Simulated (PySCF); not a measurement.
Si(Me)4 (C4H12Si), SMILES C[Si](C)(C)C.

Geometry optimised at PBE0-D3(BJ)/def2-SVP. The isomer is the one that the SMILES or the coordinates give; other isomers of the formula were not compared.

Level of theory: TDA-ωB97X/def2-SVPD (PySCF).

Vertical excitations; the highest root listed may be one member of a degenerate set. The molecule is in vacuum. State labels are in the subgroup D2.

Computed lowest excited states:
```tsv
state	symmetry	energy (eV)	λ (nm)	f	main pairs
S1	B3	8.52	146	0.109	HOMO→LUMO (degenerate set)
S2	B2	8.52	146	0.109	HOMO−1→LUMO (degenerate set)
S3	B1	8.52	146	0.109	HOMO−2→LUMO (degenerate set)
S4	A	9.52	130	0.000	HOMO→LUMO+3 30 %, HOMO−1→LUMO+2 30 %, HOMO−2→LUMO+1 30 %
S5	B1	9.77	127	0.047	HOMO→LUMO+2, HOMO−1→LUMO+3, HOMO−2→LUMO (degenerate set)
S6	B3	9.77	127	0.047	HOMO−2→LUMO+2, HOMO−1→LUMO+1, HOMO→LUMO (degenerate set)
S7	B2	9.77	127	0.047	HOMO→LUMO+1, HOMO−2→LUMO+3, HOMO−1→LUMO (degenerate set)
S8	B1	9.78	127	0.000	HOMO−1→LUMO+3, HOMO→LUMO+2, HOMO−1→LUMO+12, HOMO→LUMO+10 (degenerate set)
S9	B3	9.78	127	0.000	HOMO−1→LUMO+1, HOMO−2→LUMO+2, HOMO−1→LUMO+11, HOMO−2→LUMO+10 (degenerate set)
S10	B2	9.78	127	0.000	HOMO−2→LUMO+3, HOMO→LUMO+1, HOMO−2→LUMO+12, HOMO→LUMO+11 (degenerate set)
T1	B3	8.32	149	0	HOMO→LUMO (degenerate set)
T2	B2	8.32	149	0	HOMO−1→LUMO (degenerate set)
T3	B1	8.32	149	0	HOMO−2→LUMO (degenerate set)
T4	A	9.12	136	0	HOMO−1→LUMO+2 27 %, HOMO→LUMO+3 27 %, HOMO−2→LUMO+1 27 %
```
Triplets are in the Tamm–Dancoff approximation.
